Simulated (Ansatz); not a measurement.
The same path of C₂H₇ClGe (11 atoms, charge 0, multiplicity 1) was run 3 times with different band settings. The coordinate that changes most is the dihedral H6–C1–C2–Ge4.

These are results of RKS PBE/def2-mTZVP in Ansatz 0.2.0, not measurements.

Relaxed end points:

```xyz
11
Properties=species:S:1:pos:R:3
C -0.630 1.296 0.161
C 0.512 0.391 -0.261
Cl 2.016 0.768 0.732
Ge 0.122 -1.554 -0.061
H -1.514 1.099 -0.468
H -0.361 2.356 0.046
H -0.915 1.129 1.209
H 0.808 0.595 -1.299
H 1.346 -2.386 -0.508
H -1.102 -1.910 -0.951
H -0.216 -1.841 1.421
```

```xyz
11
Properties=species:S:1:pos:R:3
C -0.651 1.292 0.121
C 0.462 0.377 -0.353
Cl 2.059 0.871 0.421
Ge 0.165 -1.551 0.059
H -0.428 2.344 -0.110
H -0.810 1.209 1.206
H -1.593 1.025 -0.384
H 0.630 0.494 -1.432
H 1.340 -2.392 -0.490
H -1.161 -2.008 -0.610
H 0.053 -1.716 1.594
```

Common settings: optimiser quadratic models (default); start path through a guess of the saddle point; force threshold 0.03 eV/Å; iteration limit 60; end points relaxed.

| run | movable images | climbing image | spring |
| --- | --- | --- | --- |
| 1 | 7 | yes | 5.0 eV/Å² |
| 2 | 4 | no | 5.0 eV/Å² |
| 3 | 7 | yes | 0.1 eV/Å² |

Task: What does each run give, and how far can it be trusted?

Result: Run 1: converged after 18 iterations, highest image 0.165 eV above the first end. The profile has 2 maxima (images 2, 6) with wells between them (image 4): this band takes more than one step, which may be the mechanism or a detour left from its start path. A vibrational analysis at the climbing image gives one clearly imaginary mode, 250i cm⁻¹: a first-order saddle point.
Run 2: converged after 15 iterations, highest image 0.149 eV above the first end. The profile has 2 maxima (images 1, 4) with wells between them (image 2): this band takes more than one step, which may be the mechanism or a detour left from its start path. No image climbed, so the highest image needn't sit at the top of the path.
Run 3: converged after 15 iterations, highest image 0.165 eV above the first end. The profile has 2 maxima (images 2, 6) with wells between them (image 4): this band takes more than one step, which may be the mechanism or a detour left from its start path. Another band between the same ends (7 images) ends at a top of the same energy, where a vibrational analysis finds 1 clearly imaginary mode.
